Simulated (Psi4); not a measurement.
Complex: HCl (SMILES Cl) (first 2 atoms) with CO (SMILES [C-]#[O+]); geometry from B3LYP-D3(BJ)/def2-TZVP.
(charge 0, multiplicity 1):
```tsv
atom	x (Å)	y (Å)	z (Å)
Cl	-0.0332	0.0509	-0.9954
H	-0.0221	-0.1041	0.2831
C	-0.0028	-0.3791	2.5530
O	0.0068	-0.5138	3.6675
```

Computed with SAPT0/jun-cc-pV(D+d)Z in Psi4 1.11.

Q: Give the four SAPT terms and the total, and say what mostly holds the pair together.

A: electrostatics -3.26, exchange 4.90, induction -1.50, dispersion -1.26, total -1.12 kcal/mol; the largest attraction is electrostatics.
